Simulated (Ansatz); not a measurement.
`[SiH3][GeH]([Cl])[BH]Cl` + `OCS` → `SCOBCl` + `[SiH3][GeH2][Cl]`  (cleavage of the B–Ge bond)

Program: Ansatz. Geometries: PBE0-D4/def2-TZVP. ΔE: electronic, gas phase. CBS: MP2 limit from def2 TZ/QZ plus the TZ coupled-cluster correction, frozen cores. Functionals use def2-TZVPP. For Ge outer-core shells are correlated without core-valence functions, which leaves a few kJ/mol of doubt a bond. Scalar relativity is left out up to krypton. One conformer a species, not always the lowest.

`[SiH3][GeH]([Cl])[BH]Cl`:

Cartesian coordinates in Å:
```
Si -1.329 0.950 0.740
Ge 0.346 0.154 -0.766
Cl -0.738 -0.785 -2.398
B 1.632 -1.214 0.084
Cl 1.551 -2.890 -0.322
H -2.234 1.879 0.019
H -2.098 -0.209 1.259
H -0.678 1.660 1.873
H 1.115 1.334 -1.394
H 2.432 -0.879 0.904
```

`OCS`:

Z-matrix (Å, degrees):
```
C
S 1 1.793
O 1 1.405 2 110.6
H 1 1.095 2 109.2 3 123.4
H 1 1.097 2 104.5 3 -120.8
H 2 1.343 1 96.4 3 -70.0
H 3 0.962 1 108.1 2 177.5
```

`SCOBCl`:

Z-matrix (Å, degrees):
```
C
O 1 1.412
S 1 1.799 2 113.6
H 1 1.093 2 111.2 3 118.6
H 1 1.088 2 107.2 3 -121.9
B 2 1.342 1 120.7 3 -90.2
H 3 1.343 1 96.3 2 -68.9
Cl 6 1.750 2 118.1 1 177.9
H 6 1.194 2 122.5 1 -3.0
```

`[SiH3][GeH2][Cl]`:

Cartesian coordinates in Å:
```
Si -1.238 0.092 0.089
Ge 1.141 0.013 0.090
Cl 1.721 -1.035 -1.718
H -1.712 0.801 1.307
H -1.766 -1.295 0.081
H -1.695 0.819 -1.122
H 1.738 -0.790 1.257
H 1.812 1.394 0.016
```

Is it downhill or uphill in electronic energy at CCSD(T)/CBS, and by how much? (Best estimate.)

Ansatz gave: Downhill: ΔE = -147.9 kJ/mol.

What do these levels give: PBE-D4, ωB97X-V, PBE, r2SCAN, PBE0, HF/def2-TZVPP, MP2/def2-TZVPP, SCS-MP2/def2-TZVPP, CCSD/def2-TZVPP, MP2/def2-QZVPP, SCS-MP2/def2-QZVPP, CCSD/CBS(def2)? (An estimate is asked.)

The calculation gave: PBE-D4 -143.9, ωB97X-V -154.8, PBE -146.2, r2SCAN -154.7, PBE0 -149.2, HF/def2-TZVPP -170.5, MP2/def2-TZVPP -154.3, SCS-MP2/def2-TZVPP -156.8, CCSD/def2-TZVPP -154.2, MP2/def2-QZVPP -152.0, SCS-MP2/def2-QZVPP -155.1, CCSD/CBS(def2) -149.2 kJ/mol.

Largest T1 diagnostic among the species: 0.013.

In def2-TZVPP, CCSD(T) changes the Hartree–Fock value by +17.6 kJ/mol (the triples alone add +1.3 kJ/mol) and MP2 by +16.2 kJ/mol. The D4 term adds +3.9 kJ/mol with B3LYP and +2.2 kJ/mol with PBE0; it sums over pairs of atoms, weighted by their polarisabilities, and B3LYP, whose exchange is more repulsive, gets the larger term.

B3LYP here is the variant with VWN-RPA as its local correlation; programs differ in this.
